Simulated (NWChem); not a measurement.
System: C$_{2}$H$_{3}$ClF$_{2}$Si; SMILES FC(F)=C[SiH2]Cl

Here is an NWChem input.

```
start job
memory heap 200 mb stack 900 mb global 1100 mb
geometry units angstroms noautosym nocenter noautoz
  F     -0.654595    -1.962076     1.114654
  C      0.269042    -1.722462     0.219303
  F      1.031922    -2.774840     0.086254
  C      0.408178    -0.584017    -0.455792
  Si    -0.684845     0.896226    -0.251960
  Cl     0.246370     2.330968     0.922804
  H      1.246886    -0.560377    -1.156544
  H     -0.930046     1.512299    -1.583617
  H     -1.962221     0.516840     0.406201
end
basis spherical
  * library def2-svp
end
dft
  xc pbe0
  iterations 150
end
cosmo
  do_cosmo_smd true
  solvent ethanol
end
task dft energy
```

Output (shortened):

```
             Northwest Computational Chemistry Package (NWChem) 7.3.0
             --------------------------------------------------------

                             Geometry "geometry" -> ""
                             -------------------------

 Output coordinates in angstroms (scale by  1.889725989 to convert to a.u.)

  No.       Tag          Charge          X              Y              Z
 ---- ---------------- ---------- -------------- -------------- --------------
    1 F                    9.0000    -0.65459500    -1.96207600     1.11465400
    2 C                    6.0000     0.26904200    -1.72246200     0.21930300
    3 F                    9.0000     1.03192200    -2.77484000     0.08625400
    4 C                    6.0000     0.40817800    -0.58401700    -0.45579200
    5 Si                  14.0000    -0.68484500     0.89622600    -0.25196000
    6 Cl                  17.0000     0.24637000     2.33096800     0.92280400
    7 H                    1.0000     1.24688600    -0.56037700    -1.15654400
    8 H                    1.0000    -0.93004600     1.51229900    -1.58361700
    9 H                    1.0000    -1.96222100     0.51684000     0.40620100

 Effective nuclear repulsion energy (a.u.)     342.7738188561

                                 NWChem DFT Module
                                 -----------------

 Summary of "ao basis" -> "ao basis" (spherical)
 ------------------------------------------------------------------------------
       Tag                 Description            Shells   Functions and Types
 ---------------- ------------------------------  ------  ---------------------
 F                          def2-svp                 6       14   3s2p1d
 C                          def2-svp                 6       14   3s2p1d
 Si                         def2-svp                 8       18   4s3p1d
 Cl                         def2-svp                 8       18   4s3p1d
 H                          def2-svp                 3        5   2s1p

 in cosmo_initialize ...
 calling solv_data for solv:ethanol

 solvent parameters
 solvname_short: ethanol
 solvname_long:  ethanol
 dielec:       24.8520
 dielecinf:     1.8526
 nonaqueous SMD model solvent descriptors
 dielec:       24.8520
 sola:          0.3700
 solb:          0.4800
 solc:          0.0000
 solg:         31.6200
 solh:          0.0000
 soln:          1.3611

          ---------------
          -cosmo- solvent
          ---------------
 Cosmo: York-Karplus, doi: 10.1021/jp992097l
 dielectric constant -eps-     =  24.85
 screen = (eps-1)/(eps    )    =   0.95976
 surface charge correction     = lagrangian

   van der Waals surface
 --------------------------

 ---------- ATOMIC COORDINATES (A.U.) ------------ VDWR(ANG.) --
     1   -1.23700518   -3.70778601    2.10639063     1.730
     2    0.50841566   -3.25498121    0.41442258     1.850
     3    1.95004982   -5.24368726    0.16299643     1.730
     4    0.77134457   -1.10363210   -0.86132199     1.850
     5   -1.29416939    1.69362156   -0.47613536     2.470
     6    0.46557179    4.40489081    1.74384670     2.380
     7    2.35627288   -1.05895898   -2.18555125     1.200
     8   -1.75753210    2.85783072   -2.99260220     1.200
     9   -3.70806002    0.97668598    0.76760859     1.200
 number of segments per atom =        128
 number of   points per atom =        128
 atom (   nspa,  nppa )
 ----------------------
    1 (     71,     0 )       0
    2 (     27,     0 )       0
    3 (     83,     0 )       0
    4 (     31,     0 )       0
    5 (     69,     0 )       0
    6 (     94,     0 )       0
    7 (     54,     0 )       0
    8 (     34,     0 )       0
    9 (     34,     0 )       0
 number of -cosmo- surface points =      497
 molecular surface =    152.895 angstrom**2
 molecular volume  =    141.203 angstrom**3
 -lineq- algorithm             =   0
 -bem- low  level              =   3
 -bem- from -octahedral-
 gaussian surface charge width =   4.50000
 degree of switching           =   1.00000
 switching function tolerance  =   0.00010
 atomic radii =
 --------------
    1  9.000  1.730
    2  6.000  1.850
    3  9.000  1.730
    4  6.000  1.850
    5 14.000  2.470
    6 17.000  2.380
    7  1.000  1.200
    8  1.000  1.200
    9  1.000  1.200
 ...... end of -cosmo- initialization ......

 nat:                     9
 ixmem:                  4523
 calling mnsol_interface()
 G(SMD-CDS) energy (kcal/mol)  =     0.408
 SMD-CDS SASA (angstrom**2)    =   160.968

            General Information
            -------------------
          SCF calculation type: DFT
          Wavefunction type:  closed shell.
          No. of atoms     :     9
          No. of electrons :    64
           Alpha electrons :    32
            Beta electrons :    32
          Charge           :     0
          Spin multiplicity:     1
          Use of symmetry is: off; symmetry adaption is: off
          Maximum number of iterations: 150
          AO basis - number of functions:   107
                     number of shells:    49
          Convergence on energy requested:  1.00D-06
          Convergence on density requested:  1.00D-05
          Convergence on gradient requested:  5.00D-04

              XC Information
              --------------
                         PBE0 Method XC Functional
                     Hartree-Fock (Exact) Exchange  0.250
          PerdewBurkeErnzerhof Exchange Functional  0.750
            Perdew 1991 LDA Correlation Functional  1.000 local
           PerdewBurkeErnz. Correlation Functional  1.000 non-local

             Grid Information
             ----------------
          Grid used for XC integration:  medium
          Radial quadrature: Mura-Knowles
          Angular quadrature: Lebedev.
          Tag              B.-S. Rad. Rad. Pts. Rad. Cut. Ang. Pts.
          ---              ---------- --------- --------- ---------
          F                   0.50       49          12.0       434
          C                   0.70       49          11.0       434
          Si                  1.10       88           9.0       590
          Cl                  1.00       88          11.0       590
          H                   0.35       45          10.0       434
          Grid pruning is: on
          Number of quadrature shells:   507
          Spatial weights used:  Erf1

      Superposition of Atomic Density Guess
      -------------------------------------

 Sum of atomic energies:       -1023.39454435

      Non-variational initial energy
      ------------------------------

 Total energy =   -1025.597423
 1-e energy   =   -2098.941376
 2-e energy   =     730.570134
 HOMO         =      -0.289395
 LUMO         =       0.051764

   convergence    iter        energy       DeltaE   RMS-Dens  Diis-err
 ---------------- ----- ----------------- --------- --------- ---------
     COSMO gas phase
 d= 0,ls=0.0,diis     1  -1026.2855624745 -1.37D+03  1.41D-02  1.16D+00
 d= 0,ls=0.0,diis     2  -1026.2196838656  6.59D-02  7.86D-03  1.93D+00
 d= 0,ls=0.0,diis     3  -1026.4160315351 -1.96D-01  2.07D-03  3.16D-02
 d= 0,ls=0.0,diis     4  -1026.4185529921 -2.52D-03  9.11D-04  1.46D-02
 d= 0,ls=0.0,diis     5  -1026.4205393406 -1.99D-03  1.53D-04  6.56D-04
  Resetting Diis
 d= 0,ls=0.0,diis     6  -1026.4205904014 -5.11D-05  5.36D-05  3.56D-05
 d= 0,ls=0.0,diis     7  -1026.4205947337 -4.33D-06  2.01D-05  1.41D-06
 d= 0,ls=0.0,diis     8  -1026.4205947148  1.90D-08  1.02D-05  1.62D-06
 d= 0,ls=0.0,diis     9  -1026.4205949136 -1.99D-07  1.37D-06  3.16D-08

   convergence    iter        energy       DeltaE   RMS-Dens  Diis-err
 ---------------- ----- ----------------- --------- --------- ---------
     COSMO solvation phase
 d= 0,ls=0.0,diis     1  -1026.4232216993 -2.63D-03  8.63D-04  1.09D-03
 d= 0,ls=0.0,diis     2  -1026.4235333934 -3.12D-04  2.23D-04  4.45D-04
 d= 0,ls=0.0,diis     3  -1026.4235800188 -4.66D-05  6.72D-05  8.47D-05
 d= 0,ls=0.0,diis     4  -1026.4235879459 -7.93D-06  2.35D-05  9.74D-06
 d= 0,ls=0.0,diis     5  -1026.4235887838 -8.38D-07  7.58D-06  7.13D-07

         Total DFT energy =    -1026.423588783771
      One electron energy =    -2100.589048579739
           Coulomb energy =      813.159571149418
    Exchange-Corr. energy =      -81.513291453220
 Nuclear repulsion energy =      342.773818856106

             COSMO energy =       -0.254638756337

 Numeric. integr. density =       64.000002541409

                                COSMO-SMD solvation results
                                ---------------------------

             internal energy in gas <Psi(g)|H|Psi(g)> =     -1026.420594913555
         internal energy in solvent <Psi(s)|H|Psi(s)> =     -1026.420161600609
                               delta internal energy  =         0.000433312946 (    0.27 kcal/mol)
   total free energy in solvent <Psi(s)|H+V/2|Psi(s)> =     -1026.424238233133
 polarization energy contribution <Psi(s)|V/2|Psi(s)> =        -0.004076632524 (   -2.56 kcal/mol)
    total free energy in solvent including G(SMD-CDS) =     -1026.423588783771
                       G(SMD-CDS) energy contribution =         0.000649449362 (    0.41 kcal/mol)
     1 M fixed-concentration free energy of solvation =        -0.002993870216 (   -1.88 kcal/mol)

                       DFT Final Molecular Orbital Analysis
                       ------------------------------------

 Vector   30  Occ=2.000000D+00  E=-3.299211D-01
              MO Center=  4.3D-02,  1.7D+00,  5.2D-01, r^2= 3.2D+00
   Bfn.  Coefficient  Atom+Function         Bfn.  Coefficient  Atom+Function
  ----- ------------  ---------------      ----- ------------  ---------------
    85      0.470521  6 Cl px                82      0.340303  6 Cl px
    86     -0.297092  6 Cl py                83     -0.213397  6 Cl py
    79      0.198507  6 Cl px                46      0.161425  4 C  px
    47     -0.141141  4 C  py               103      0.127779  9 H  s
    80     -0.124684  6 Cl py                49      0.120063  4 C  px

 Vector   31  Occ=2.000000D+00  E=-3.229696D-01
              MO Center= -2.8D-01,  1.8D+00,  4.1D-01, r^2= 3.0D+00
   Bfn.  Coefficient  Atom+Function         Bfn.  Coefficient  Atom+Function
  ----- ------------  ---------------      ----- ------------  ---------------
    87      0.449915  6 Cl pz                84      0.323417  6 Cl pz
    86     -0.241161  6 Cl py                98      0.213263  8 H  s
   103     -0.210621  9 H  s                 85     -0.204371  6 Cl px
    81      0.188482  6 Cl pz                83     -0.173464  6 Cl py
    99      0.172188  8 H  s                104     -0.172069  9 H  s

 Vector   32  Occ=2.000000D+00  E=-2.881266D-01
              MO Center=  2.9D-01, -9.0D-01, -7.6D-02, r^2= 2.7D+00
   Bfn.  Coefficient  Atom+Function         Bfn.  Coefficient  Atom+Function
  ----- ------------  ---------------      ----- ------------  ---------------
    48      0.306090  4 C  pz                20      0.247139  2 C  pz
    46      0.246447  4 C  px                51      0.236864  4 C  pz
    18      0.208374  2 C  px                49      0.191836  4 C  px
    34      0.155748  3 F  pz                86      0.153437  6 Cl py
     6      0.152287  1 F  pz                47      0.150915  4 C  py

 Vector   33  Occ=0.000000D+00  E=-1.670171D-02
              MO Center= -4.4D-02, -5.0D-01, -6.4D-02, r^2= 3.9D+00
   Bfn.  Coefficient  Atom+Function         Bfn.  Coefficient  Atom+Function
  ----- ------------  ---------------      ----- ------------  ---------------
    68     -0.385213  5 Si py                69     -0.372201  5 Si pz
    20      0.368601  2 C  pz                23      0.331856  2 C  pz
    78      0.306871  6 Cl s                 18      0.301715  2 C  px
    67     -0.303142  5 Si px                86     -0.265359  6 Cl py
    21      0.260149  2 C  px                51     -0.196151  4 C  pz

 Vector   34  Occ=0.000000D+00  E= 5.515480D-02
              MO Center= -7.1D-01,  9.1D-01, -3.2D-01, r^2= 4.4D+00
   Bfn.  Coefficient  Atom+Function         Bfn.  Coefficient  Atom+Function
  ----- ------------  ---------------      ----- ------------  ---------------
    68      1.157863  5 Si py                45      1.015624  4 C  s
    99     -0.698879  8 H  s                 67     -0.564403  5 Si px
    59      0.474387  5 Si s                 94     -0.405857  7 H  s
    85      0.308968  6 Cl px                50      0.290814  4 C  py
   104     -0.263678  9 H  s                 78     -0.248555  6 Cl s

 Vector   35  Occ=0.000000D+00  E= 6.952062D-02
              MO Center= -3.7D-01,  7.7D-01, -4.0D-01, r^2= 4.1D+00
   Bfn.  Coefficient  Atom+Function         Bfn.  Coefficient  Atom+Function
  ----- ------------  ---------------      ----- ------------  ---------------
    67      1.267898  5 Si px               104      1.127412  9 H  s
    45     -0.884132  4 C  s                 17      0.590753  2 C  s
    69     -0.581949  5 Si pz                99     -0.464794  8 H  s
    51     -0.344358  4 C  pz                87      0.257818  6 Cl pz
    64      0.228960  5 Si px                94     -0.224572  7 H  s

     Multipole analysis of the density
     ---------------------------------

     L   x y z        total         alpha         beta         nuclear
     -   - - -        -----         -----         ----         -------
     0   0 0 0     -0.000000    -32.000000    -32.000000     64.000000

     1   1 0 0     -0.060487     -0.421740     -0.421740      0.782993
     1   0 1 0     -0.432890      2.456323      2.456323     -5.345536
     1   0 0 1     -0.594223    -18.453132    -18.453132     36.312041

     2   2 0 0    -34.801715    -68.721058    -68.721058    102.640401
     2   1 1 0     -0.550165     36.099324     36.099324    -72.748813
     2   1 0 1     -0.299639      1.659976      1.659976     -3.619590
     2   0 2 0    -39.225648   -430.775010   -430.775010    822.324371
     2   0 1 1     -0.871625    -17.152877    -17.152877     33.434128
     2   0 0 2    -35.587308    -75.216249    -75.216249    114.845190
```

Level: PBE0/def2-SVP, SMD on the gas-phase geometry. All runs use the structure optimised with PBE0/def2-SVP. Solvent: ethanol.
